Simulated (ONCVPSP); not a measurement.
**Scattering properties, ONCV potential for La**

La, optimised norm-conserving Vanderbilt (ONCV), made with ONCVPSP 4.0.1 (PBE, scalar-relativistic). Core [Kr], reference 4d10 5s2 5p6 5d1 (charge +2). Waves: 5s: rc 2.55 bohr, ncon 4, nbas 7, qcut 3.6 1/bohr, 2 projectors, debl 1.4 Ha; 5p: rc 2.60 bohr, ncon 4, nbas 9, qcut 5.5 1/bohr, 2 projectors, debl 3.3 Ha; 4d+5d: rc 1.10 bohr, ncon 4, nbas 9, qcut 12 1/bohr, 2 projectors; f scattering state at 0.03 Ha: rc 2.45 bohr, ncon 4, nbas 7, qcut 4.7 1/bohr, 1 projector. Local part: polynomial inside 0.95 bohr (lpopt 5, dvloc0 2 Ha). Core correction: Teter function, fcfact 4.75, rcfact 1.2.

In the s channel the program set the typed energies aside and used -1.893, 0.050 Ha. In the f channel the program set the typed energies aside and used -0.624 Ha.

The phase is arctan(r·R′/R) of the radial function R(r), unwrapped; energies in Ha, scanned from -6 to 5 Ha. A pole is an energy at which the radial function vanishes at the test radius. The pseudo phase is shifted by a multiple of π to meet the all-electron one at the reference energy, and phase errors are pseudo minus all-electron; the curves can meet again beyond the range given. Levels narrower than the energy grid can be missing from the lists of poles.

```
channel  radius (bohr)  reference energy (Ha)  poles, all-electron       poles, pseudo  unbroken range about the reference energy with phases within 0.05 rad  phase error 1 Ha above the reference energy (rad)
      s           2.58                  -1.89          -1.73, 2.23   -1.73, 2.07, 4.36                                                              below 2.6                                             -0.001
      p           2.64                  -1.28          -1.01, 2.74  -1.01, -0.50, 2.74                                                             below -0.6                                             -3.129
      d           1.12                  -0.54                -2.70               -2.70                                                        the whole range                                             +0.000
      f           2.49                  -0.62          -0.54, 2.01         -0.54, 3.15                                                           -0.7 to -0.4                                             +0.949
```

Note: ghosts flagged at negative energy: s at -206.2 eV, p at -14.0 eV; no localised positive-energy state flagged. A true bound ghost makes a file unfit for plane-wave use.

Phases in the p channel:

| E (Ha) | all-electron | pseudo |
| --- | --- | --- |
| -5.96 | 1.434 | 1.434 |
| -5.40 | 1.424 | 1.424 |
| -4.84 | 1.411 | 1.411 |
| -4.28 | 1.395 | 1.395 |
| -3.72 | 1.373 | 1.373 |
| -3.16 | 1.339 | 1.339 |
| -2.60 | 1.279 | 1.278 |
| -2.04 | 1.117 | 1.115 |
| -1.48 | -0.609 | -0.612 |
| -0.92 | -1.620 | -1.621 |
| -0.36 | -1.847 | -4.974 |
| 0.20 | -2.363 | -5.491 |
| 0.76 | -4.043 | -7.182 |
| 1.32 | -4.484 | -7.625 |
| 1.88 | -4.613 | -7.755 |
| 2.44 | -4.683 | -7.825 |
| 3.00 | -4.736 | -7.878 |
| 3.56 | -4.790 | -7.934 |
| 4.12 | -4.871 | -8.024 |
| 4.68 | -5.082 | -8.314 |
